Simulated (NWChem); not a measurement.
A series in which one site is exchanged, each optimised at PBE0/def2-SVP with NWChem, gas phase unless a solvent is named. Some are not confirmed as minima by frequencies. def2 effective core potentials on In; no spin-orbit coupling.

A: [SH][GaH2] (GaH₃S; site = Ga)
B: [SH][AlH2] (AlH$_{3}$S; site = Al)
C: [SH][InH2] (InH₃S; site = In)
D: BS (BH₃S; site = B)

Values for A:

```
Item                                                  Result
----------------------------------------------------  ------
dipole (D), PBE0/def2-SVP                               1.23
orbital gap (eV), PBE0/def2-SVP                         6.21
static polarisability, B3LYP/def2-SVPD (bohr³)          54.6
lowest singlet excitation, B3LYP/def2-SVPD, TDA (eV)    5.23
```

How do these values change for the other members?


| change from A | B | C | D |
|---|---|---|---|
| dipole (D), PBE0/def2-SVP | -0.10 | +0.45 | -0.17 |
| orbital gap (eV), PBE0/def2-SVP | +0.19 | -0.57 | +1.05 |
| static polarisability, B3LYP/def2-SVPD (bohr³) | -1.6 | +9.5 | -16.4 |
| lowest singlet excitation, B3LYP/def2-SVPD, TDA (eV) | +0.22 | -0.59 | +0.89 |
